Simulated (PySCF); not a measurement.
C₃H₉Sb, charge +1, multiplicity 2. Atoms are numbered in the order given.

```xyz
13

Sb     0.0000     0.0000     0.2695
C      1.7403    -1.0048    -0.4657
H      1.7351    -2.0441    -0.1107
H      2.6378    -0.4806    -0.1107
H      1.6842    -0.9724    -1.5660
C      0.0000     2.0095    -0.4657
H      0.9027     2.5247    -0.1107
H     -0.9027     2.5247    -0.1107
H      0.0000     1.9448    -1.5660
C     -1.7403    -1.0048    -0.4657
H     -1.7351    -2.0441    -0.1107
H     -1.6842    -0.9724    -1.5660
H     -2.6378    -0.4806    -0.1107
```
Charge +1, spin multiplicity 2.

The structure is a stationary point at r2SCAN-D4/def2-SVP. The spin state was assumed, not searched. The isomer is the one that the SMILES or the coordinates give; other isomers of the formula were not compared. The def2 effective core potentials stand for the cores of Sb; spin–orbit coupling is left out.

Method: PBE/def2-TZVP in PySCF.

ESP charges are fitted to the potential on shells at 1.4 to 2.0 van der Waals radii. Atomic charges (e):

```json
[
 {"atom": "Sb1", "Mulliken": "0.82", "Löwdin": "1.05", "ESP fit": "0.76", "Mulliken spin": "0.76"},
 {"atom": "C2", "Mulliken": "-0.51", "Löwdin": "-0.45", "ESP fit": "-0.64", "Mulliken spin": "0.06"},
 {"atom": "H3", "Mulliken": "0.19", "Löwdin": "0.14", "ESP fit": "0.24", "Mulliken spin": "0.00"},
 {"atom": "H4", "Mulliken": "0.19", "Löwdin": "0.14", "ESP fit": "0.24", "Mulliken spin": "0.00"},
 {"atom": "H5", "Mulliken": "0.19", "Löwdin": "0.15", "ESP fit": "0.24", "Mulliken spin": "0.02"},
 {"atom": "C6", "Mulliken": "-0.51", "Löwdin": "-0.45", "ESP fit": "-0.63", "Mulliken spin": "0.06"},
 {"atom": "H7", "Mulliken": "0.19", "Löwdin": "0.14", "ESP fit": "0.23", "Mulliken spin": "0.00"},
 {"atom": "H8", "Mulliken": "0.19", "Löwdin": "0.14", "ESP fit": "0.23", "Mulliken spin": "0.00"},
 {"atom": "H9", "Mulliken": "0.19", "Löwdin": "0.15", "ESP fit": "0.24", "Mulliken spin": "0.02"},
 {"atom": "C10", "Mulliken": "-0.51", "Löwdin": "-0.45", "ESP fit": "-0.64", "Mulliken spin": "0.06"},
 {"atom": "H11", "Mulliken": "0.19", "Löwdin": "0.14", "ESP fit": "0.24", "Mulliken spin": "0.00"},
 {"atom": "H12", "Mulliken": "0.19", "Löwdin": "0.15", "ESP fit": "0.24", "Mulliken spin": "0.02"},
 {"atom": "H13", "Mulliken": "0.19", "Löwdin": "0.14", "ESP fit": "0.24", "Mulliken spin": "0.00"}
]
```
